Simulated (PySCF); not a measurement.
Molfile (atoms numbered from 1):
```
C7H3F2N
     RDKit          3D

 13 13  0  0  0  0  0  0  0  0999 V2000
   -1.9009   -0.5787    0.1762 C   0  0  0  0  0  0  0  0  0  0  0  0
   -0.5865   -0.3622    0.0933 C   0  0  0  0  0  0  0  0  0  0  0  0
    0.1042    0.9085   -0.1925 C   0  0  0  0  0  0  0  0  0  0  0  0
   -0.5646    2.1153   -0.4265 C   0  0  0  0  0  0  0  0  0  0  0  0
   -1.1345    3.0933   -0.6162 N   0  0  0  0  0  0  0  0  0  0  0  0
    1.4446    0.6843   -0.1866 C   0  0  0  0  0  0  0  0  0  0  0  0
    1.6732   -0.7125    0.0988 C   0  0  0  0  0  0  0  0  0  0  0  0
    2.8918   -1.2437    0.1728 F   0  0  0  0  0  0  0  0  0  0  0  0
    0.4856   -1.3379    0.2649 C   0  0  0  0  0  0  0  0  0  0  0  0
    0.2538   -2.6218    0.5375 F   0  0  0  0  0  0  0  0  0  0  0  0
   -2.2892   -1.5606    0.3926 H   0  0  0  0  0  0  0  0  0  0  0  0
   -2.6099    0.2190    0.0291 H   0  0  0  0  0  0  0  0  0  0  0  0
    2.2280    1.3976   -0.3613 H   0  0  0  0  0  0  0  0  0  0  0  0
  1  2  2  0
  2  3  1  0
  3  4  1  0
  4  5  3  0
  3  6  2  0
  6  7  1  0
  7  8  1  0
  7  9  2  0
  9 10  1  0
  9  2  1  0
  1 11  1  0
  1 12  1  0
  6 13  1  0
M  END
```

[PySCF 2.14.0 with density-fitted response routines: shieldings: GIAO PBE0/pcSseg-1; geometry from GFN2-xTB; non-relativistic Hamiltonian; in vacuum; one conformer]

Question: List the cross peaks expected in HSQC, COSY and HMBC spectra.

Answer: 

HSQC (one-bond C–H):
```csv
δH,δC
7.01 (H13),143.8 (C6)
6.94 (H11),138.8 (C1)
6.88 (H12),138.8 (C1)
```

COSY cross peaks (H two or three bonds apart, from the bond graph; peaks can be absent where the dihedral angle is near 90°):
```csv
δH,δH
6.94 (H11),6.88 (H12)
```

HMBC (two and three bonds, from the bond graph):
```csv
δH,δC
7.01 (H13),"154.4 (C7), 147.7 (C9), 145.4 (C2), 118.7 (C4), 100.5 (C3)"
6.94 (H11),"147.7 (C9), 145.4 (C2), 100.5 (C3)"
6.88 (H12),"147.7 (C9), 145.4 (C2), 100.5 (C3)"
```

Chemical shifts δ = σref − σ; ¹H and ¹³C against TMS, all at this level.

Shifts are as computed. Against solution values, carbons near 30 ppm lie about +3 ppm off and those near 130 ppm about +5 ppm. Of 1211 compounds with measured shifts, 218 miss one by over three times the rms of a fit or turn the order of signals round; such compounds aren't used in these exercises.
